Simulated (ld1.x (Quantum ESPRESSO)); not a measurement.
# Logarithmic derivatives: Sm, ultrasoft

```json
{
  "Element": "samarium (Sm)",
  "Generator": "ld1.x (Quantum ESPRESSO) 7.5",
  "Type": "ultrasoft",
  "Functional": "LDA (PZ)",
  "Relativity": "fully relativistic",
  "Frozen core": "[Kr] 4d10",
  "Valence charge": "16",
  "Reference configuration": "4f6 5s2 5p6 5d0 6s2 6p0",
  "Partial waves": "5s (bound): rcut 2.00, rcutus 2.20 bohr; 6s (bound): rcut 2.00, rcutus 2.20 bohr; 5p (bound): rcut 2.75, rcutus 3.05 bohr; 6p (bound, empty): rcut 2.75, rcutus 3.05 bohr; 5d (bound, empty): rcut 3.80, rcutus 4.10 bohr; 5d channel at 1.15 Ry: rcut 3.80, rcutus 4.10 bohr; 4f (bound): rcut 1.15, rcutus 1.25 bohr; 4f channel at 0.15 Ry: rcut 1.15, rcutus 1.25 bohr",
  "Local potential": "all-electron potential smoothed inside 2.40 bohr (lloc = -1)",
  "Core correction": "a·sin(br)/r model core inside 1.25 bohr",
  "Augmentation charge": "PSQ, inside the norm-conserving radii"
}
```

Open shells are filled in proportion to 2j + 1 (rel_dist='average').

The phase is arctan(r·u′/u) with u = r·R(r), unwrapped; energies in Ry, scanned from -5 to 5 Ry. A pole is an energy at which the radial function vanishes at the test radius. The pseudo phase is shifted by a multiple of π to meet the all-electron one at the reference energy, and phase errors are pseudo minus all-electron; the curves can meet again beyond the range given. Levels narrower than the energy grid can be missing from the lists of poles.

Question: For each channel, where are the poles, and over which energies does the pseudopotential scatter like the atom?

Answer:

| channel | radius (bohr) | reference energy (Ry) | poles, all-electron | poles, pseudo | unbroken range about the reference energy with phases within 0.05 rad | phase error 1 Ry above the reference energy (rad) |
| --- | --- | --- | --- | --- | --- | --- |
| p1/2 | 4.44 | -0.10 | -1.88, 0.78, 3.90 | -1.88, -0.75, 0.64, 3.26 | -0.7 to 0.7 | -0.069 |
| p3/2 | 4.44 | -0.09 | -1.62, 0.91, 4.10 | -1.62, -1.21, 0.81, 3.56 | -1.2 to 1.1 | -0.031 |
| d3/2 | 4.44 | -0.14 | 0.02, 2.04 | 0.02, 1.99, 4.96 | below 2.7 | -0.011 |
| d5/2 | 4.44 | -0.13 | 0.05, 2.07 | 0.05, 2.02, 4.95 | below 2.7 | -0.011 |
| f5/2 | 4.44 | -0.22 | -0.20, 1.50, 3.95 | -0.20, 1.50, 3.98 | below 2.5 | +0.000 |
| f7/2 | 4.44 | -0.18 | -0.16, 1.51, 3.96 | -0.16, 1.51, 4.00 | below 2.5 | +0.000 |

The ghost test of this file was not conclusive. Its overlap operator is not positive definite in a basis up to 400 Ry (lowest eigenvalue s -0.01, p1/2 -1.57, p3/2 -0.77), so the file is unfit for use: the generalised eigenproblem breaks down once the basis is large enough, and its test numbers describe a broken file.

Phases in the d3/2 channel:

| E (Ry) | all-electron | pseudo |
| --- | --- | --- |
| -5.00 | 1.469 | 1.469 |
| -4.74 | 1.467 | 1.466 |
| -4.48 | 1.464 | 1.464 |
| -4.22 | 1.460 | 1.460 |
| -3.96 | 1.457 | 1.456 |
| -3.70 | 1.453 | 1.452 |
| -3.44 | 1.448 | 1.448 |
| -3.18 | 1.443 | 1.443 |
| -2.92 | 1.437 | 1.437 |
| -2.66 | 1.431 | 1.430 |
| -2.40 | 1.423 | 1.423 |
| -2.14 | 1.414 | 1.413 |
| -1.88 | 1.403 | 1.402 |
| -1.62 | 1.389 | 1.388 |
| -1.36 | 1.371 | 1.370 |
| -1.10 | 1.345 | 1.344 |
| -0.84 | 1.305 | 1.304 |
| -0.58 | 1.227 | 1.225 |
| -0.32 | 0.921 | 0.918 |
| -0.06 | -1.400 | -1.401 |
| 0.20 | -1.741 | -1.743 |
| 0.46 | -1.939 | -1.944 |
| 0.72 | -2.430 | -2.441 |
| 0.98 | -3.883 | -3.886 |
| 1.24 | -4.418 | -4.418 |
| 1.50 | -4.577 | -4.579 |
| 1.76 | -4.657 | -4.661 |
| 2.02 | -4.710 | -4.718 |
| 2.28 | -4.753 | -4.769 |
| 2.54 | -4.798 | -4.828 |
| 2.80 | -4.854 | -4.925 |
| 3.06 | -4.946 | -5.200 |
| 3.32 | -5.177 | -6.777 |
| 3.58 | -6.323 | -7.541 |
| 3.84 | -7.421 | -7.694 |
| 4.10 | -7.641 | -7.759 |
| 4.36 | -7.727 | -7.798 |
| 4.62 | -7.774 | -7.826 |
| 4.88 | -7.806 | -7.848 |
